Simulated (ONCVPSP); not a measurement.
## Fe (Z = 26): variants of one ONCV potential

Base potential:

```json
{"Element": "Fe", "Generator": "ONCVPSP 4.0.1", "Type": "optimised norm-conserving Vanderbilt (ONCV)", "Functional": "PBEsol", "Relativity": "scalar-relativistic", "Frozen core": "[Ne]", "Valence charge": "16", "Reference configuration": "3s2 3p6 3d6 4s2", "Partial waves": "3s+4s: rc 1.10 bohr, ncon 4, nbas 8, qcut 12.8 1/bohr, 2 projectors; 3p: rc 0.75 bohr, ncon 4, nbas 7, qcut 11.8 1/bohr, 3 projectors, debl 0.4 Ha; 3d: rc 1.90 bohr, ncon 4, nbas 8, qcut 9.3 1/bohr, 2 projectors, debl 0.3 Ha", "Local potential": "polynomial inside 0.65 bohr (lpopt 5, dvloc0 0 Ha)", "Core correction": "Teter function fitted to the true core (icmod 2), fcfact 0.3"}
```

In the p channel the program set the typed energies aside and used -2.202, 0.250, 0.650 Ha.

Cutoffs, loose and tight: the cutoffs (Ha) at which the residual kinetic energy of the hardest occupied pseudo-wave falls to 1 and 0.1 mHa per electron. They do not see the model core or the augmentation charge, which bear on the density cutoff. Test errors are all-electron minus pseudo excitation energies from the reference, over the configurations 3s2 3p6 3d6 4s1; 3s2 3p6 3d6 4s0; 3s2 3p6 3d5 4s0; 3s1 3p6 3d6 4s2. A dash means not determined; rows that change the core or the reference have their own tests.

A true bound ghost makes a file unfit for plane-wave use even where its test errors are small: the radial tests pick states by their node count and pass the ghost by.

| change | outcome | cutoff, loose | cutoff, tight | bound ghosts | GHOST(+) flags above zero | largest test error (meV) |
| --- | --- | --- | --- | --- | --- | --- |
| base | generated, projector energies reset by the program | 64 Ha | 163 Ha | p | s | -327 |
| p: ncon 3, nbas 6 | generated, projector energies reset by the program | 59 Ha | 119 Ha | p | s | -327 |
| core correction Teter function fitted to the true core (icmod 2), fcfact 0.2 | generated, projector energies reset by the program | 64 Ha | 163 Ha | p | s | -327 |
| s: nproj 3 | generated, projector energies reset by the program | 64 Ha | 163 Ha | p | s | -327 |
| p: nbas 8 | generated, projector energies reset by the program | 63 Ha | 170 Ha | p | s | -327 |
| s: rc 1.26 | generated, projector energies reset by the program | 64 Ha | 163 Ha | p | s | -376 |
| core correction Teter function fitted to the true core (icmod 2), fcfact 0.38 | generated, projector energies reset by the program | 64 Ha | 163 Ha | p | s | -327 |

(1) What comes out with this change to the base: d: rc 2.4?

(2) What comes out with this change to the base: s: qcut 14.1; p: qcut 13; d: qcut 10.2?

(3) What comes out with this change to the base: all radii but the core radius scaled by about 1.34 (s 1.48, p 1.00, d 2.54 bohr); local potential polynomial inside 0.86 bohr (lpopt 5, dvloc0 0 Ha)?

## Answers

(1) outcome: generated, projector energies reset by the program; cutoff, loose: 64 Ha; cutoff, tight: 163 Ha; bound ghosts: p; GHOST(+) flags above zero: s, d; largest test error (meV): +131.

(2) outcome: generated, projector energies reset by the program; cutoff, loose: 68 Ha; cutoff, tight: 85 Ha; bound ghosts: p; GHOST(+) flags above zero: s, p; largest test error (meV): -260.

(3) outcome: failed: ERROR pspot: first pseudo wave function has node, program will stop. Cause: the optimised pseudo-wave of the first projector has a node, so the radial equation cannot be inverted for a potential.
